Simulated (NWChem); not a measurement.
SiH3O2I; SMILES O[SiH](O)I

```xyz
7

Si     0.0016     1.3429     0.3833
O     -1.4025     1.8762    -0.3055
O      1.3489     2.0475    -0.2576
I      0.0054    -1.0643    -0.0240
H      0.0656     1.6056     1.8371
H     -1.5518     2.8275    -0.2831
H      1.6087     1.7851    -1.1468
```
Atoms are numbered in this order, from 1.

Program: NWChem. Coordinates come from a PBE0/def2-SVP optimisation. def2 effective core potentials on I; no spin-orbit coupling. Total energies compare along this basis series because the functional is fixed.

```
level            basis functions  energy (Ha)  highest occupied level (eV)  orbital gap (eV)  dipole (D)
---------------  ---------------  -----------  ---------------------------  ----------------  ----------
TPSS/def2-SVP                 87    -739.2830                        -6.52              5.99        2.25
TPSS/def2-SVPD               129    -739.3081                        -6.68              5.71        1.81
TPSS/def2-TZVP               167    -739.5970                        -6.66              5.91        1.94
TPSS/def2-TZVPP              196    -739.6001                        -6.66              5.91        1.91
```
